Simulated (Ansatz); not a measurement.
Relaxation of AlClFGeH₄N (9 atoms, charge 0, multiplicity 1), to a largest force component of 0.02 eV/Å in at most 50 steps.

These are results of RKS PBE-D4/def2-SVP in Ansatz, not measurements.

```xyz
9
Properties=species:S:1:pos:R:3:forces:R:3
N 1.600 0.956 -1.107 -1.81 0.97 1.05
Al 0.899 -0.269 0.154 2.15 0.75 -0.68
Cl 2.293 -1.405 1.390 -0.59 0.46 -0.47
Ge -1.424 -0.609 0.404 -1.25 -0.11 0.73
F -2.359 0.418 -0.728 0.31 -0.21 0.29
H 2.051 1.758 -0.580 -0.03 -0.83 -0.64
H 0.740 1.453 -1.546 1.39 -0.87 0.50
H -1.798 -2.083 0.093 -0.26 -0.05 -0.02
H -1.914 -0.265 1.903 0.10 -0.11 -0.76
```

Problem. Where does it end, and by what steps?

Solution. The run converged. After 12 steps the energy has fallen by 0.605 eV; H6 moved furthest, 0.63 Å.

```csv
step,energy less start (eV),largest force component (eV/Å),accepted
0,0.0000,2.153,yes
1,-0.3139,1.210,yes
2,-0.3856,1.445,yes
3,-0.5407,0.626,yes
4,-0.5881,0.377,yes
5,-0.6012,0.073,yes
6,-0.6019,0.031,yes
7,-0.6026,0.054,yes
8,-0.6033,0.098,yes
9,-0.6043,0.047,yes
10,-0.6046,0.033,yes
11,-0.6048,0.024,yes
12,-0.6048,0.015,yes
```

```xyz
9
Properties=species:S:1:pos:R:3
N 1.357 1.066 -0.837
Al 0.972 -0.226 0.315
Cl 2.512 -1.202 1.398
Ge -1.447 -0.701 0.473
F -2.055 0.490 -0.711
H 2.275 1.445 -1.077
H 0.615 1.540 -1.361
H -1.961 -2.085 -0.025
H -2.180 -0.375 1.808
```

Time of the run: 47 s on 2 threads of Arm Neoverse V1 (shared host), peak memory 0.18 GiB.
